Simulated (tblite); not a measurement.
A tight-binding relaxation on `O=C[C@@H]1CCC[AsH]C1`.

Computed with GFN2-xTB geometry optimisation, gas phase (tblite 0.8.0). Start geometry: from a force field or distance geometry. A driver script takes a list of jobs; this job's settings line and coordinates (Å) are shown.

Command:
```bash
OMP_NUM_THREADS=1 python probes_run.py task.json out
```

Input:
```
{"job": {"kind": "relax", "xc": "GFN2-xTB", "basis": "xTB"}, "charge": 0, "multiplicity": 1}
O      3.025200    -0.516900    -0.500500
C      2.424200    -0.105500     0.482600
C      0.959500     0.169900     0.455800
C      0.173500    -1.108500     0.115400
C     -1.342200    -0.945800     0.288800
C     -1.930000     0.016900    -0.755800
As    -1.235700     1.859000    -0.524200
C      0.665100     1.295200    -0.557200
H      2.987700     0.041900     1.413900
H      0.649900     0.523000     1.469900
H      0.405700    -1.459800    -0.910400
H      0.494700    -1.922600     0.823700
H     -1.828800    -1.935000     0.157600
H     -1.579100    -0.594000     1.305200
H     -3.032400     0.053500    -0.638000
H     -1.692800    -0.332500    -1.768300
H     -1.340200     1.834300     1.043100
H      0.907600     0.952100    -1.592000
H      1.278500     2.184300    -0.317100
```

Output:
```
step      E/eV     max force
  0    -676.43286    2.302
  1    -676.48519    2.618
  2    -676.53488    0.401
  3    -676.55022    0.363
  4    -676.56439    0.213
  5    -676.56747    0.193
  6    -676.57261    0.138
  7    -676.57429    0.112
  8    -676.57588    0.093
  9    -676.57668    0.090
... (79 lines left out)
 89    -676.63953    0.019
 90    -676.63958    0.021
 91    -676.63965    0.020
 92    -676.63972    0.018
 93    -676.63977    0.015
 94    -676.63981    0.013
 95    -676.63983    0.010
 96    -676.63985    0.011
 97    -676.63987    0.011
 98    -676.63988    0.009
```

«max force» is the largest atomic force in eV/Å.

From which step on does the largest force stay under 0.1 eV/Å, and how much energy is left to gain from there?

From step 67 (0.073 eV/Å), 4.3 meV above the end.

In short: energy lowered by 4.8 kcal/mol over 98 steps; largest atomic force 0.009 eV/Å at the end.

How long does this job take on an Arm Neoverse N1 with one thread, shared host with 64 logical CPUs at a one-minute load of 49?

About 1.1 s.
Labels such as C1 count atoms from 1, the log's own numbers from 0.
